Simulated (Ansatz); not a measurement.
H₂Si₂, singlet, geometry from GFN2-xTB; SC-NEVPT2/STO-3G, CASSCF(4,6) run with Ansatz (a first-principles code).

Input for Ansatz:
Ansatz 0.2 input:
```yaml
crystal:
  periodic: [false, false, false]
  atoms:
    - {symbol: Si, position_ang: [-0.91380328, -0.11153540, 0.26046109]}
    - {symbol: Si, position_ang: [1.17524954, 0.09419139, -0.31114454]}
    - {symbol: H, position_ang: [-1.64248294, 1.11469056, -0.16830397]}
    - {symbol: H, position_ang: [-2.01776468, -0.87187450, 0.87787226]}
basis:
  gaussian:
    orbitals: STO-3G
magnetization: {spin_polarized: false}
correlation: {method: sc_nevpt2, electrons: all, active_space: {window: {electrons: 4, orbitals: 6}}}
```

Q: Write the output that Ansatz gives for this input, abridged.

A: 
```
Functional definition: HF
214 factors; integrals over basis functions are off by at most 1.6e-5 eV
mean field evaluation 1: about -15569.3918 eV, gradient 8.9e0 eV
mean field evaluation 2: about -15569.4015 eV, gradient 8.9e0 eV
mean field evaluation 4: about -15569.8884 eV, gradient 9.1e-1 eV
mean field evaluation 8: about -15569.8959 eV, gradient 1.4e-6 eV
mean field -15569.89592390 eV, -572.1831215488 hartree, gradient 2.4e-6 eV, S^2 0.000000; 1 other end points of the search recorded, 0 dependent functions left out; unrestricted orbitals would lower it
reference -15569.89592390 eV, -572.1831215488 hartree; 15, 15 occupied and 5, 5 virtual orbitals, 214 factors
state -15571.90416245 eV, -572.2569229542 hartree
state -15571.90416245 eV, -572.2569229542 hartree; corrected -15572.93161310 eV, -572.2946810691 hartree
Total energy: -15572.93161310 eV, -572.2946810691 hartree
```
